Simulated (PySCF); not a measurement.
BClBr2, SMILES BrB(Cl)Br. Geometry optimised at PBE-D3(BJ)/def2-SVP.

These are PySCF with PBE-D3(BJ)/def2-SVP values and carry that method's errors.

Harmonic wavenumbers (cm⁻¹): 163, 193, 341, 395, 827, 919. Rotational constants (GHz): 2.351, 1.153, 0.7736; symmetry number 2.

Work out the zero-point energy and the ideal-gas rigid-rotor harmonic-oscillator thermochemistry at 298.15 K and 1 atm.

ZPE = ½ Σ hcν = ½ × 2838 cm⁻¹ = 16.97 kJ/mol. H − E(el) = 32.14 kJ/mol. Entropy in J/(mol K): translation 175.20, rotation 117.32, vibration 30.18, total 322.70. G − E(el) = -64.08 kJ/mol. Cp = 66.29 J/(mol K).
